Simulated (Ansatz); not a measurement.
`N[SiH2][TeH]` + `N[SiH2][AlH2]` → `N[SiH2][AlH][TeH]` + `N[SiH3]`  (formal exchange of groups at a Te–Si bond)

Isolated molecules relaxed with PBE0-D4/def2-TZVP in Ansatz; ΔE leaves out vibrations. CCSD(T)/CBS is the MP2 limit (def2-TZVPP, def2-QZVPP) plus CCSD(T) − MP2 in def2-TZVPP, frozen cores. This one scheme is used for every species. Functionals use def2-TZVPP. B3LYP here is the variant with VWN-RPA as its local correlation; programs differ in this. Elements past krypton have def2 core potentials. For Te outer-core shells are correlated without core-valence functions, which leaves a few kJ/mol of doubt a bond. One conformer a species, not always the lowest.

```csv
level,ΔE (kJ/mol)
PBE-D4,-58.3
B3LYP-D4,-58.2
PBE,-59.7
r2SCAN,-61.8
HF/def2-TZVPP,-64.0
MP2/def2-TZVPP,-63.2
HF/def2-QZVPP,-63.2
SCS-MP2/def2-QZVPP,-61.4
```

Task: What does CCSD(T)/CBS give? (An estimate is asked.)

Result: Ansatz gave: -61.2 kJ/mol. The listed levels differ from it by 2.9, 3.0, 1.5, -0.6, -2.8, -2.0, -2.0, -0.2 kJ/mol.

Largest T1 diagnostic among the species: 0.012.
